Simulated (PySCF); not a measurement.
# A ladder of Hamiltonians for As²⁷⁺ (arsenic, charge +27)

Occupied: 1s1/2, 2s1/2, 2p1/2. Hartree-Fock calculated with PySCF 2.14 in an even-tempered Gaussian basis (20 s from 2.9 bohr⁻², ratio 2.3; 14 p from 3.5 bohr⁻², ratio 2.3), Gaussian nucleus throughout. NR is non-relativistic, sf-X2C the spin-free one-electron X2C Hamiltonian, X2C adds the bare one-electron spin-orbit term, X2C-SNSO screens it by Boettger's factors, DC is four-component Dirac-Coulomb, and the Gaunt and Breit terms are added at first order (total energies over the DC spinors, levels after relaxing the spinors in that mean field). QED terms are absent. Levels marked empty are virtual spinors of this ion.

| level (eV) | X2C | X2C-SNSO |
| --- | --- | --- |
| 1s1/2 | -13717.5 | -13717.8 |
| 2s1/2 | -3030.3 | -3030.4 |
| 2p1/2 | -2943.6 | -2941.7 |
| 2p3/2 (empty) | -2762.1 | -2763.1 |
| 3s1/2 (empty) | -1218.5 | -1218.5 |

Q: Where do the four-component calculations put these levels?

A: 1s1/2: DC -13723.1, DC+Gaunt -13707.2, DC+Breit -13707.7; 2s1/2: DC -3031.0, DC+Gaunt -3029.5, DC+Breit -3029.7; 2p1/2: DC -2942.1, DC+Gaunt -2939.1, DC+Breit -2939.5; 2p3/2 (empty): DC -2763.1, DC+Gaunt -2761.6, DC+Breit -2762.0; 3s1/2 (empty): DC -1218.7, DC+Gaunt -1218.3, DC+Breit -1218.4 (eV).

```tsv
Hamiltonian	E (hartree)	E − E(DC) (hartree)	CPU seconds
X2C	-1551.9267	0.1702	0.38
X2C-SNSO	-1551.7872	0.3097	0.38
DC	-1552.0969	0.0000	11
DC+Gaunt	-1551.3101	0.7868	20
DC+Breit	-1551.3501	0.7469	64
```

Weight of the small component: 1s1/2 0.0144, 2s1/2 0.00316, 2p1/2 0.00314, 2p3/2 0.00301, 3s1/2 0.00123.

Koopmans' value for the highest occupied level at DC+Breit: 2939.5 eV, against an ionisation energy of 2938 ± 3 eV (semi-empirical (NIST evaluation); NIST Atomic Spectra Database, ionization energies); the former lacks relaxation, correlation, QED and recoil.

The whole ladder took 98 s of wall time on 1 thread of Neoverse-V1 (shared host), launched as `OMP_NUM_THREADS=1 python relrun2.py TASK.json OUT` (a driver that calls PySCF for each Hamiltonian).
